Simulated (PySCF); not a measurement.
Species: MeSiCl2SBu, C₅H₁₂Cl₂SSi.
Numbering: `[CH3:1][CH2:2][CH2:3][CH2:4][S:5][Si:6]([CH3:7])([Cl:8])[Cl:9]` (hydrogens: H10, H11, H12 on C1; H13, H14 on C2; H15, H16 on C3; H17, H18 on C4; H19, H20, H21 on C7)

The same species was optimised twice, with GFN2-xTB and with PBE0-D3(BJ)/def2-SVP (PySCF), and the same property calculations (PySCF, gas phase) were run on both structures.

```
      coordinate  GFN2-xTB  PBE0-D3(BJ)/def2-SVP  change
      Si6–C7 (Å)     1.902                 1.856  -0.046
     Si6–Cl8 (Å)     2.035                 2.076  +0.041
     Si6–Cl9 (Å)     2.019                 2.059  +0.040
      S5–Si6 (Å)     2.157                 2.120  -0.037
       C2–C3 (Å)     1.531                 1.527  -0.004
       C1–C2 (Å)     1.524                 1.522  -0.002
       C4–S5 (Å)     1.834                 1.835  +0.001
       C3–C4 (Å)     1.518                 1.519  +0.001
   S5–Si6–C7 (°)     111.5                 114.9    +3.4
  C7–Si6–Cl8 (°)     108.7                 107.1    -1.6
  S5–Si6–Cl9 (°)     105.8                 104.2    -1.6
   C4–S5–Si6 (°)     103.3                 101.9    -1.4
    C1–C2–C3 (°)     113.2                 114.7    +1.5
    C3–C4–S5 (°)     112.9                 114.2    +1.3
    C2–C3–C4 (°)     112.3                 113.2    +0.9
  S5–Si6–Cl8 (°)     111.9                 112.8    +0.9
 C1–C2–C3–C4 (°)       -70                   -64      +6
 C2–C3–C4–S5 (°)       177                   178      +1
C3–C4–S5–Si6 (°)        68                    82     +14
C4–S5–Si6–C7 (°)        42                    52     +10
```

Rotational constants: A = 1471, B = 422.1, C = 383.6 MHz (GFN2-xTB) against A = 1465, B = 416.0, C = 376.1 MHz (PBE0-D3(BJ)/def2-SVP). Point groups within 0.08 Å: C1 and C1.

On the GFN2-xTB structure: HOMO (eV) -7.19 [PBE0/pcSseg-1]; LUMO (eV) 0.09 [PBE0/pcSseg-1]; dipole (D) 3.48 [PBE0/pcSseg-1]; GIAO shielding of C1 (ppm) 172.5 [PBE0/pcSseg-1]; GIAO shielding of C2 (ppm) 161.1 [PBE0/pcSseg-1]; GIAO shielding of C3 (ppm) 147.1 [PBE0/pcSseg-1]; GIAO shielding of C4 (ppm) 153.0 [PBE0/pcSseg-1]; GIAO shielding of S5 (ppm) 527.3 [PBE0/pcSseg-1]; GIAO shielding of Si6 (ppm) 305.1 [PBE0/pcSseg-1]; GIAO shielding of C7 (ppm) 176.7 [PBE0/pcSseg-1]; GIAO shielding of Cl8/Cl9 (mean) (ppm) 823.7 [PBE0/pcSseg-1].

Question: What do these properties become on the PBE0-D3(BJ)/def2-SVP structure?

Answer: 
| property | level | on GFN2-xTB | on PBE0-D3(BJ)/def2-SVP | change |
| --- | --- | --- | --- | --- |
| HOMO (eV) | PBE0/pcSseg-1 | -7.19 | -7.38 | -0.19 |
| LUMO (eV) | PBE0/pcSseg-1 | 0.09 | -0.06 | -0.15 |
| dipole (D) | PBE0/pcSseg-1 | 3.48 | 3.67 | +0.19 |
| energy, GFN2-xTB geometry as zero (kcal/mol) | PBE0/pcSseg-1 | 0.0 | -2.4 | -2.4 |
| GIAO shielding of C1 (ppm) | PBE0/pcSseg-1 | 172.5 | 171.0 | -1.5 |
| GIAO shielding of C2 (ppm) | PBE0/pcSseg-1 | 161.1 | 160.1 | -1.0 |
| GIAO shielding of C3 (ppm) | PBE0/pcSseg-1 | 147.1 | 148.6 | +1.5 |
| GIAO shielding of C4 (ppm) | PBE0/pcSseg-1 | 153.0 | 152.4 | -0.6 |
| GIAO shielding of S5 (ppm) | PBE0/pcSseg-1 | 527.3 | 554.3 | +27.0 |
| GIAO shielding of Si6 (ppm) | PBE0/pcSseg-1 | 305.1 | 298.4 | -6.7 |
| GIAO shielding of C7 (ppm) | PBE0/pcSseg-1 | 176.7 | 175.9 | -0.8 |
| GIAO shielding of Cl8/Cl9 (mean) (ppm) | PBE0/pcSseg-1 | 823.7 | 818.3 | -5.4 |

The heavy atoms differ by 0.202 Å rms after alignment. Among bonds between heavy atoms Si6–C7 changes most (-0.046 Å). Changes are differences of the printed values. Neither structure is proved a minimum here.

Shape of the structure used: `[CH3:1][CH2:2][CH2:3][CH2:4][S:5][Si:6]([CH3:7])([Cl:8])[Cl:9]`: C1–C2–C3–C4 -64°, C2–C3–C4–S5 178°, C3–C4–S5–Si6 82°, C4–S5–Si6–C7 52°.
